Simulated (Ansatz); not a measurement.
Cost and result for the atomization energy of `[CH3][AlH][B](C)F` (12 atoms, 11 bonds).

```xyz
12

C     0.153    0.299    2.379
Al    1.015   -0.060    0.656
B    -0.067   -0.766   -1.089
C    -0.737    0.128   -2.184
F    -0.195   -2.093   -1.237
H    -0.919    0.089    2.393
H     0.294    1.348    2.663
H     0.623   -0.295    3.170
H     2.587    0.215    0.559
H    -1.106   -0.437   -3.045
H    -0.060    0.915   -2.532
H    -1.588    0.656   -1.732
```

Charge 0, multiplicity 1. Geometry: relaxed with PBE0-D4/def2-TZVP. It is one conformer, not always the lowest. Program: Ansatz. All runs use 4 threads of an Arm Neoverse V2 on a shared host. Times are those of one run each, without the atoms' runs, and a repeat can differ threefold. Electronic energies, without spin–orbit coupling; frozen cores. CCSD(T)/CBS adds CCSD(T) − MP2 in def2-TZVPP to the MP2 limit, and its time is that of the two runs behind it. T1 = 0.012. B3LYP takes the VWN-RPA correlation (the form of Gaussian; ORCA's B3LYP/G).

CCSD(T)/CBS is a level of theory with its own doubt, some kJ/mol a heavy atom from the limit and from the frozen cores, so smaller differences don't rank the functionals.

```json
{"level": "PBE-D4/def2-TZVPP (with forces)", "functions": "264", "wall time": "2.2 s", "atomization (kJ/mol)": "4442.7", "difference from CCSD(T)/CBS": "66.4", "per bond": "6.0"}
{"level": "PBE0-D4/def2-TZVPP", "functions": "264", "wall time": "2.6 s", "atomization (kJ/mol)": "4391.6", "difference from CCSD(T)/CBS": "15.3", "per bond": "1.4"}
{"level": "B3LYP-D4/def2-TZVPP (with forces)", "functions": "264", "wall time": "3.9 s", "atomization (kJ/mol)": "4386.7", "difference from CCSD(T)/CBS": "10.4", "per bond": "1.0"}
{"level": "r2SCAN-D4/def2-TZVPP (with forces)", "functions": "264", "wall time": "4.2 s", "atomization (kJ/mol)": "4407.7", "difference from CCSD(T)/CBS": "31.4", "per bond": "2.9"}
{"level": "B2PLYP/def2-TZVPP", "functions": "264", "wall time": "4.5 s", "atomization (kJ/mol)": "4345.4", "difference from CCSD(T)/CBS": "-30.9", "per bond": "-2.8"}
{"level": "ωB97X-V/def2-TZVPP", "functions": "264", "wall time": "7 s", "atomization (kJ/mol)": "4393.8", "difference from CCSD(T)/CBS": "17.5", "per bond": "1.6"}
{"level": "ωB97M-V/def2-TZVPP (with forces)", "functions": "264", "wall time": "10 s", "atomization (kJ/mol)": "4397.0", "difference from CCSD(T)/CBS": "20.7", "per bond": "1.9"}
{"level": "MP2/def2-QZVPP", "functions": "508", "wall time": "19 s", "atomization (kJ/mol)": "4392.9", "difference from CCSD(T)/CBS": "16.6", "per bond": "1.5"}
{"level": "CCSD(T)/def2-TZVPP", "functions": "264", "wall time": "2.4 min", "atomization (kJ/mol)": "4282.6", "difference from CCSD(T)/CBS": "-93.7", "per bond": "-8.5"}
{"level": "CCSD(T)/CBS(def2)", "functions": "–", "wall time": "2.7 min", "atomization (kJ/mol)": "4376.3", "difference from CCSD(T)/CBS": "0.0", "per bond": "0.0"}
```

From PBE to PBE0 (25 % exact exchange), in def2-TZVPP and without D4, the atomization energy moves by −48.4 kJ/mol: exact exchange takes away binding that semilocal exchange gives to molecules. The D4 term adds +29.5 kJ/mol with B3LYP and +15.6 kJ/mol with PBE0; it sums over pairs of atoms, weighted by their polarisabilities, and B3LYP, whose exchange is more repulsive, gets the larger term. In def2-TZVPP, CCSD(T) changes the Hartree–Fock value by +910.6 kJ/mol (the triples alone add +48.8 kJ/mol) and MP2 by +965.6 kJ/mol; breaking electron pairs costs correlation energy, which Hartree–Fock lacks.
